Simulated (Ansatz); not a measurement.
Relaxation of Cl2GeH4N (8 atoms, charge 0, multiplicity 2), to a largest force component of 0.03 eV/Å in at most 50 steps.

Level of theory: Ansatz, UKS PBE0-D4/def2-SVP.

```xyz
8
Properties=species:S:1:pos:R:3:forces:R:3
Ge 0.050 -0.012 -0.173 0.06 -0.01 0.15
H 0.124 -0.031 1.369 -0.02 0.00 -0.18
H 1.393 -0.036 -0.911 -0.01 0.00 -0.01
Cl -1.003 1.759 -0.813 0.00 0.00 0.02
Cl -1.087 -1.718 -0.842 0.00 0.00 0.01
N 0.272 -0.103 3.623 -0.02 0.01 -0.03
H -0.514 -0.662 3.992 0.01 -0.01 0.01
H 0.135 0.803 4.099 0.00 0.01 0.01
```

Task: Where does it end, and by what steps?

Result: It converged. The force dipped under the threshold on the way, but the program's further checks kept it going. After 41 steps the energy has fallen by 0.128 eV; H2 moved furthest, 1.59 Å.

| step | energy less start (eV) | largest force component (eV/Å) | accepted |
| --- | --- | --- | --- |
| 0 | 0.0000 | 0.177 | yes |
| 2 | -0.0007 | 0.266 | yes |
| 4 | -0.0061 | 0.030 | yes |
| 6 | -0.0031 | 0.371 | no |
| 8 | -0.0077 | 0.056 | yes |
| 10 | -0.0085 | 0.147 | yes |
| 12 | -0.0092 | 0.099 | yes |
| 14 | -0.0105 | 0.093 | yes |
| 16 | -0.0105 | 0.071 | no |
| 18 | -0.0124 | 0.120 | yes |
| 20 | -0.0144 | 0.031 | yes |
| 22 | -0.0184 | 0.241 | yes |
| 24 | -0.0229 | 0.148 | yes |
| 26 | -0.0327 | 0.121 | yes |
| 28 | -0.0422 | 0.137 | yes |
| 30 | -0.0516 | 0.331 | yes |
| 32 | -0.0615 | 0.257 | yes |
| 34 | -0.0877 | 0.304 | yes |
| 36 | -0.0843 | 0.834 | no |
| 38 | -0.1237 | 0.081 | yes |
| 40 | -0.1274 | 0.046 | yes |
| 41 | -0.1281 | 0.008 | yes |

```xyz
8
Properties=species:S:1:pos:R:3
Ge 0.401 -0.071 0.074
H 1.637 -0.276 0.941
H 0.668 -0.034 -1.438
Cl -0.561 1.808 0.531
Cl -1.025 -1.661 0.370
N -0.235 -0.018 3.061
H -1.032 -0.627 3.300
H -0.482 0.879 3.506
```

Whether the end is a true minimum wasn't checked by a vibrational analysis.

Run time: 110 s on 4 threads of Arm Neoverse V1, on a shared host, peak memory 0.35 GiB.
